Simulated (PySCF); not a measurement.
## GaP⁺: frontier orbitals

ωB97X-V at R = 2.619 Å; basis Ga def2-TZVPPD, P def2-TZVPPD; no relativity; PySCF 2.14. State: ⁴Σ⁻ (quartet), unpaired electrons σ ↑, π ↑↑. Only the outer orbitals are listed, counted within each symmetry.

```csv
spin,orbital,occ.,ε (eV),on Ga (%),main shells (%)
α,10σ,1,-25.89,4,95 P s
α,11σ,1,-19.19,70,"70 Ga s, 23 P p"
α,5π,1,-15.49,4,96 P p
α,5π,1,-15.49,4,96 P p
α,12σ,1,-15.04,43,"58 P p, 23 Ga s, 19 Ga p"
α,6π,0,-5.45,94,94 Ga p
α,6π,0,-5.45,94,94 Ga p
α,13σ,0,-3.69,69,"54 Ga p, 12 P p, 11 P s"
β,10σ,1,-22.57,13,"85 P s, 11 Ga s"
β,11σ,1,-17.81,79,"79 Ga s, 14 P s"
β,12σ,0,-7.57,43,"56 P p, 34 Ga p, 8 Ga s"
β,5π,0,-6.93,32,"67 P p, 30 Ga p"
β,5π,0,-6.93,32,"67 P p, 30 Ga p"
```

**Question.** Which are the highest filled and the lowest empty level, where do they sit, and how wide is the gap?

**Answer.** Highest filled α 12σ at -15.04 eV (in %: 58 P p, 23 Ga s, 19 Ga p); lowest empty β 12σ at -7.57 eV (in %: 56 P p, 34 Ga p, 8 Ga s); the gap at ωB97X-V is 7.47 eV.

- bond order (Mayer): 0.59
- ⟨S²⟩: 3.761
- charge on Ga (Mulliken, basis-dependent): 0.84
- charge on Ga (Löwdin, basis-dependent): 0.64
- dipole moment (positive dipole points towards P; it is taken about the centre of mass and depends on that origin): -0.25 D

Spin–orbit coupling is left out. The state is the lowest determinant that a PBE0 search found; another state may lie lower at other levels.
